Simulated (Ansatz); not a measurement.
Reaction (redistribution): `[SiH3][O][Mg][Cl]` + `[SiH3][O][Cd][Br]` → `[SiH3][O][Mg][O][SiH3]` + `[Cl][Cd][Br]`

Program: Ansatz. Geometries: PBE0-D4/def2-TZVP. ΔE: electronic, gas phase. CCSD(T)/CBS adds triple-zeta CCSD(T) − MP2 to the extrapolated MP2 energy (def2 sets, frozen cores). DFT in def2-TZVPP. B3LYP here is the variant with VWN-RPA as its local correlation; programs differ in this. def2 core potentials past Kr. For Br, Cd, Mg outer-core shells are correlated without core-valence functions, which leaves a few kJ/mol of doubt a bond. Scalar relativity is left out up to krypton. One conformer a species, not always the lowest.

Q: Is it downhill or uphill in electronic energy at CCSD(T)/CBS, and by how much? (Best estimate.)

A: Ansatz gave: Downhill: ΔE = -0.57 eV.

Q: What do these levels give: PBE-D4, B3LYP-D4, BHLYP-D4, revPBE, r2SCANh, LC-ωPBE? (An estimate is asked.)

A: Ansatz gave: PBE-D4 -0.45, B3LYP-D4 -0.49, BHLYP-D4 -0.53, revPBE -0.44, r2SCANh -0.49, LC-ωPBE -0.47 eV.

Largest T1 diagnostic among the species: 0.013.

From r2SCAN to r2SCAN0 (25 % exact exchange), in def2-TZVPP and without D4, ΔE moves by −0.04 eV. Leaving LDA and LC-ωPBE aside and taking each functional with its dispersion term where it has one, the values, not all of them listed here, spread over 0.09 eV, from BHLYP-D4 to revPBE-D4. In def2-TZVPP, CCSD(T) changes the Hartree–Fock value by +0.11 eV (the triples alone add +0.03 eV) and MP2 by +0.10 eV.
